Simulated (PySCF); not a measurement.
CH2Cl (SMILES [CH2]Cl), doublet, geometry from GFN2-xTB. Base run: DF-B3LYP/def2-SV(P) (PySCF).

Input for PySCF:
```python
from pyscf import gto, scf, dft

mol = gto.Mole()
mol.atom = '''
    C     0.00128034   -0.21316871   -1.07804677
    Cl   -0.00067229    0.11193254    0.56607046
    H     0.94272613   -0.30818573   -1.57707968
    H    -0.93897920   -0.31565514   -1.57783752
'''
mol.basis = 'def2-sv(p)'
mol.spin = 1
mol.verbose = 4
mol.build()

mf = dft.UKS(mol)
mf.xc = 'b3lyp'
mf = mf.density_fit(auxbasis='def2-universal-jkfit')
mf.kernel()
```

The base run was repeated with changes; each row names its change, and settings that it needs were set with it.

```csv
change,basis functions,E (Eh),HOMO (eV),dipole (D)
base,36,-499.27406,-5.71,0.83
basis = STO-3G,16,-493.92807,-4.23,1.31
basis = 6-31G*,36,-499.43333,-5.73,1.09
basis = pcseg-1,42,-499.43333,-5.97,1.04
basis = cc-pV(D+d)Z,47,-499.46306,-5.77,0.92
basis = 6-311G**,56,-499.47894,-5.96,1.08
basis = def2-SVPD,63,-499.29076,-6.02,1.02
basis = 6-311++G**,66,-499.48107,-5.99,1.00
basis = aug-cc-pVDZ,___,___,-5.97,___
basis = def2-TZVP,___,___,___,___
basis = pcseg-2,92,___,-5.96,___
basis = cc-pVTZ,92,-499.49461,-5.92,1.00
basis = def2-TZVPD,___,___,___,1.00
```

Q: Complete the blanks.

A: 
- basis = aug-cc-pVDZ, basis functions: 68
- basis = aug-cc-pVDZ, E (Eh): -499.46735
- basis = aug-cc-pVDZ, dipole (D): 1.01
- basis = def2-TZVP, basis functions: 80
- basis = def2-TZVP, E (Eh): -499.48900
- basis = def2-TZVP, HOMO (eV): -5.93
- basis = def2-TZVP, dipole (D): 0.96
- basis = pcseg-2, E (Eh): -499.49942
- basis = pcseg-2, dipole (D): 0.98
- basis = def2-TZVPD, basis functions: 101
- basis = def2-TZVPD, E (Eh): -499.49015
- basis = def2-TZVPD, HOMO (eV): -5.98

Totals compare only among sets that treat the same electrons; sets with core potentials leave the core out.

Open shells are given as the SCF converged; they aren't shown to be the lowest states, and a large step between rows can be another state.
